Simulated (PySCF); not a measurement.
## Computed properties of Si(F)(Cl)2(vinyl) (C₂H₃Cl₂FSi), SMILES C=C[Si](F)(Cl)Cl

Si(F)(Cl)2(vinyl) (C2H3Cl2FSi), SMILES C(=C)[Si](F)(Cl)Cl. Geometry: PBE0-D3(BJ)/def2-SVP. Other conformers were not sampled. All values are computed for the isolated molecule unless a solvent is named; none is compared with measurement here.

**Structure.** The optimised structure has Cs symmetry. All 21 harmonic modes at PBE0-D3(BJ)/def2-SVP (PySCF) are real, so it is a minimum. With heavy atoms numbered as in [CH2:1]=[CH:2][Si:3]([F:4])([Cl:5])[Cl:6], the shortest bond between them is C1–C2 at 1.338 Å and the longest Si3–Cl6 at 2.044 Å.

**Vibrations.** The strongest infrared lines (harmonic, unscaled, degenerate partners summed) lie at 650 cm⁻¹ (281 km/mol, Si 64 %, Cl 22 %), 747 cm⁻¹ (141 km/mol, Si 44 %, C 35 %, H 15 %), 923 cm⁻¹ (108 km/mol, F 49 %, Si 42 %). The softest mode is at 77 cm⁻¹ and the zero-point energy is 31.2 kcal/mol.

**Electronic structure.** r2SCAN/def2-TZVP (PySCF) places the frontier levels at -7.74 and -2.04 eV, a gap of 5.70 eV, and gives a dipole moment of 2.29 D and a mean polarisability of 69.2 bohr³. PBE/def2-TZVP (PySCF) at the same geometry gives -7.48 and -2.23 eV, so its gap is 0.45 eV narrower. An orbital gap is neither the optical nor the fundamental gap.

**Excitations.** TDA-PBE0/def2-SVPD (PySCF) has S1 at 6.71 eV (185 nm, f = 0.010, weak); the most intense of the 10 singlets computed lies at 7.88 eV (f = 0.39). T1 (TDA) is at 4.15 eV, 2.56 eV under S1. TDA-PBE/def2-SVPD (PySCF) puts S1 at 5.80 eV. No vertical singlet excitation falls in the visible range (under 3.1 eV).

**NMR.** GIAO shifts at PBE0/pcSseg-1 (PySCF) (non-relativistic, atoms alike by connectivity averaged): ¹³C from 138.6 to 151.4 ppm against TMS; ¹H from 6.3 to 6.8 ppm against TMS; ²⁹Si at 0.4 ppm against TMS; ¹⁹F at -135.6 ppm against CFCl3. Without spin–orbit terms, shifts of atoms bonded to Cl or Br come out too high.

**Solvation.** SMD-PBE0/def2-SVP (PySCF) gives 0.6 kcal/mol in water, -3.1 kcal/mol in n-hexane, -3.3 kcal/mol in toluene (1 M in both phases, gas-phase geometry).
